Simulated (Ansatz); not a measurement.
```yaml
crystal:
  periodic: [false, false, false]
  atoms:
    - {symbol: C, position_ang: [-1.195608, 0.761908, 0.376452]}
    - {symbol: C, position_ang: [-0.192648, -0.273701, 0.880600]}
    - {symbol: Zn, position_ang: [1.199448, -0.758463, -0.393735]}
    - {symbol: S, position_ang: [2.765037, -1.314972, -1.805046]}
    - {symbol: H, position_ang: [-1.731261, 0.415656, -0.511200]}
    - {symbol: H, position_ang: [-1.950394, 0.991458, 1.136027]}
    - {symbol: H, position_ang: [-0.712205, 1.705796, 0.111600]}
    - {symbol: Xx, position_ang: [0.304522, 0.087692, 1.786563]}
    - {symbol: H, position_ang: [-0.709150, -1.195509, 1.167083]}
    - {symbol: H, position_ang: [2.305360, -0.470966, -2.745643]}
basis:
  gaussian: {orbitals: def2-TZVP}
magnetization: {spin_polarized: true, initial_magnetization: 0}
hamiltonian: {xc: {name: wB97X-V}}
```

```sh
$ ansatz run in.yaml --threads 2 --pin off --events-out ev --progress --plain --max-ram 32768MiB --backend cpu
```

Output, abridged:

```
Error: YAML parse error: error: line 11 column 16: `Xx` is not an element symbol (H … Og, case-exact)
 9 |     - {symbol: H, position_ang: [-1.950394, 0.991458, 1.136027]}
10 |     - {symbol: H, position_ang: [-0.712205, 1.705796, 0.111600]}
11 |     - {symbol: Xx, position_ang: [0.304522, 0.087692, 1.786563]}
12 |     - {symbol: H, position_ang: [-0.709150, -1.195509, 1.167083]}
13 |     - {symbol: H, position_ang: [2.305360, -0.470966, -2.745643]}
```

**Question.** What is wrong with this run?

**Answer.** An element symbol is wrong. The program refused the input.
